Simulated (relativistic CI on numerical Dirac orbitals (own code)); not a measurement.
## Sensitivity of the levels of Rb XII to α and to the nuclear radius

Computed by Dirac-Coulomb-Breit CI, separate exchange-only KLI orbitals for each configuration, derivatives by finite differences, unscaled Slater integrals, QED left out (own radial code, finite nucleus).

CI space (outside the closed core [Ne]): 3s²3p⁶3d⁸, 3s²3p⁵3d⁹, 3s²3p⁴3d¹⁰, 3s3p⁶3d⁹, 3s²3p⁶3d⁷4s, 3s²3p⁶3d⁷4p, 3p⁶3d¹⁰, 3s²3p⁶3d⁷4d. Levels of other configurations are missing.

With x = (α/α₀)² − 1 an excitation energy changes as ω = ω₀ + qx; K = 2q/ω₀ is the relative enhancement. Terms are leading LS components, so labels can repeat. The field-shift factor is F = δν/δ⟨r²⟩ for the transition from the lowest level.

Lowest level 3s²3p⁶3d⁸ ³F4.

```csv
Level,ω₀ (cm⁻¹),q (cm⁻¹),K,F (GHz/fm²)
3s²3p⁶3d⁸ ³F3,10878,11130,2.05,0.0604
3s²3p⁶3d⁸ ³F2,15568,11610,1.49,0.0642
3s²3p⁶3d⁸ ¹D2,34928,5918,0.339,0.054
3s²3p⁶3d⁸ ³P1,48605,11510,0.474,0.109
3s²3p⁶3d⁸ ³P0,49071,9840,0.401,0.103
3s²3p⁶3d⁸ ³P2,49097,16000,0.652,0.117
3s²3p⁶3d⁸ ¹G4,61224,8946,0.292,0.121
3s²3p⁶3d⁸ ¹S0,127605,13140,0.206,0.225
3s²3p⁵3d⁹ ³F°4,1006502,17230,0.0342,1.51
3s²3p⁵3d⁹ ¹D°2,1024619,24450,0.0477,1.52
3s²3p⁵3d⁹ ³F°3,1038090,41140,0.0793,1.44
3s²3p⁶3d⁷4s ⁵F5,1069602,-41420,-0.0775,22.4
3s²3p⁵3d⁹ ³F°2,1073163,45890,0.0855,1.44
3s²3p⁶3d⁷4s ⁵F4,1076283,-35770,-0.0665,22.4
3s²3p⁶3d⁷4s ⁵F3,1082152,-29060,-0.0537,22.5
3s²3p⁶3d⁷4s ⁵F2,1085962,-25770,-0.0475,22.5
3s²3p⁵3d⁹ ³P°1,1086478,28150,0.0518,1.64
3s²3p⁵3d⁹ ³P°0,1087397,30510,0.0561,1.66
3s²3p⁶3d⁷4s ⁵F1,1088302,-23980,-0.0441,22.5
3s²3p⁶3d⁷4s ³F4,1088634,-36850,-0.0677,22
3s²3p⁶3d⁷4s ³F3,1097850,-28820,-0.0525,22.1
3s²3p⁵3d⁹ ³D°3,1099654,36730,0.0668,1.43
3s²3p⁶3d⁷4s ³F2,1103281,-25160,-0.0456,22.1
```

At this charge energies of transitions that change n are usually good to better than 1 %, and those within a shell (Δn = 0) to a few per cent. Terms inside the open d or f shell come out 10 to 20 % too wide with unscaled integrals.
